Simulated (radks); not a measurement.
Coulomb parameter of the 5d shell of neutral tungsten in the model configuration [Xe] 4f14 5d2 6s2 6p2, as a second difference U = [E(n + 0.5) + E(n - 0.5) - 2 E(n)] / (0.5)^2 with all orbitals relaxed. "Bare": the charge of the atom changes with n. "Screened": the 6p shell takes up the change at fixed total charge, which measures U(5d,5d) + U(6p,6p) - 2 U(5d,6p). Method: scalar-relativistic Kohn-Sham, PBE, spin-unpolarised, spherical densities, finite nucleus; Fermi nuclear charge, rms radius 5.3658 fm; computed with a radial shooting solver on a logarithmic mesh with Libxc functionals.

| case | configuration | E - E(n) (eV) |
|---|---|---|
| start | [Xe] 4f14 5d2 6s2 6p2 | 0.000 |
| bare +0.5 | [Xe] 4f14 5d2.5 6s2 6p2 | -4.068 |
| bare -0.5 | [Xe] 4f14 5d1.5 6s2 6p2 | 6.241 |
| screened +0.5 | [Xe] 4f14 5d2.5 6s2 6p1.5 | -3.212 |
| screened -0.5 | [Xe] 4f14 5d1.5 6s2 6p2.5 | 3.717 |

U(bare) = 8.691 eV, U(screened by 6p) = 2.021 eV, against the Slater integral F0(5d,5d) = 13.509 eV with frozen orbitals. The step up makes a negative ion, whose loosely bound charge lowers the bare value.
